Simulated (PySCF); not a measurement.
Ti(OH)4 (H₄O₄Ti), SMILES [OH][Ti]([OH])([OH])[OH], multiplicity 1.

Geometry: B3LYP-D3(BJ)/def2-SVP. The spin state was assumed, not searched. The isomer is the one that the SMILES or the coordinates give; other isomers of the formula were not compared. One conformer was computed; it need not be the lowest.

The numbers are results of TDDFT-B3LYP/def2-SVPD run with PySCF 2.14.0, not measurements.

Vertical excitations; the highest root listed may be one member of a degenerate set. The molecule is in vacuum. State labels are in the subgroup C2.

Computed lowest excited states:
| state | symmetry | energy (eV) | λ (nm) | f | main pairs |
|---|---|---|---|---|---|
| S1 | B | 5.74 | 216 | 0.000 | HOMO→LUMO+1 (degenerate set) |
| S2 | B | 5.74 | 216 | 0.000 | HOMO−1→LUMO+1 (degenerate set) |
| S3 | A | 5.74 | 216 | 0.000 | HOMO−2→LUMO 98 % |
| S4 | B | 5.91 | 210 | 0.017 | HOMO→LUMO (degenerate set) |
| S5 | B | 5.91 | 210 | 0.017 | HOMO−1→LUMO (degenerate set) |
| S6 | A | 6.02 | 206 | 0.021 | HOMO−2→LUMO+1 90 % |
| S7 | B | 6.31 | 196 | 0.000 | HOMO−3→LUMO (degenerate set) |
| S8 | B | 6.31 | 196 | 0.000 | HOMO−4→LUMO (degenerate set) |
| S9 | B | 6.55 | 189 | 0.012 | HOMO−3→LUMO+1 (degenerate set) |
| S10 | B | 6.55 | 189 | 0.012 | HOMO−4→LUMO+1 (degenerate set) |
| T1 | B | 5.42 | 229 | 0 | HOMO→LUMO, HOMO→LUMO+1 (degenerate set) |
| T2 | B | 5.42 | 229 | 0 | HOMO−1→LUMO, HOMO−1→LUMO+1 (degenerate set) |
| T3 | A | 5.52 | 225 | 0 | HOMO−2→LUMO+1 94 % |
| T4 | A | 5.55 | 224 | 0 | HOMO−2→LUMO 92 % |
Triplets are in the Tamm–Dancoff approximation, which puts them higher than full response would, so one can lie above its singlet here.
